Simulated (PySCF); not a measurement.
## Electron correlation in Si (silicon, neutral)

[Ne] 3s2 3p2, high-spin 3P determinant. Computed with PySCF 2.14 in dyall-acv3z (19s12p6d4f, 113 functions), with no relativity, point nucleus. Frozen: [Ne]; 4 electrons correlated; the 23 highest virtual orbitals of each spin left out.

```csv
level,correlation energy (mhartree)
CCSD,-75.69
(T),-2.68
CCSD(T),-78.37
```

Diagnostics: T1 = 0.013, D1 = 0.0308, largest double amplitude 0.073.

**Question.** Is a single reference adequate?

**Answer.** Mostly. T1 lies below 0.03, but a double amplitude of this size points to a near-degeneracy that CCSD handles and MP2 describes poorly.
